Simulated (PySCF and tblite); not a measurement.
The numbers below are computed, except where a source is named.
System: C₅H₇FSn, numbered as in [F:1][C:2]1=[CH:3][C@H:4]([SnH3:5])[CH:6]=[CH:7]1.

For the shift of Sn5 from C4 to C6: electronic barrier 6.63 kcal/mol, zero-point change -1.32 kcal/mol, thermal and entropy terms at 200 K a further 0.26 kcal/mol (symmetry numbers apart). The minimum is C1, the saddle Cs. Geometries: PBE0-D3(BJ)/def2-SVP; energies: PBE0/pcSseg-1 (def2-TZVP on Sn) + D3(BJ); zero-point and thermal terms from GFN2-xTB harmonic modes (soft modes blended into free rotors). Rate constants are transition-state-theory values, counting equivalent paths, without tunnelling. (PySCF 2.14 with density fitting, tblite 0.8.)

(1) How many equivalent paths lead out of the minimum?

(2) Work out the rate at 200 K.

Spin–orbit effects of heavy atoms on shieldings are missing.

## Answers

(1) 1: the symmetry number of the minimum is 1, that of the saddle displaced along its mode 1.

(2) ΔG‡ = 5.57 kcal/mol; k_B T/h = 4.2×10¹² s⁻¹; exp(−ΔG‡/RT) = 8.2×10⁻⁷; times 1 gives k = 3.4×10⁶ s⁻¹. Wigner's tunnelling factor for the 250i cm⁻¹ mode would be 1.14.
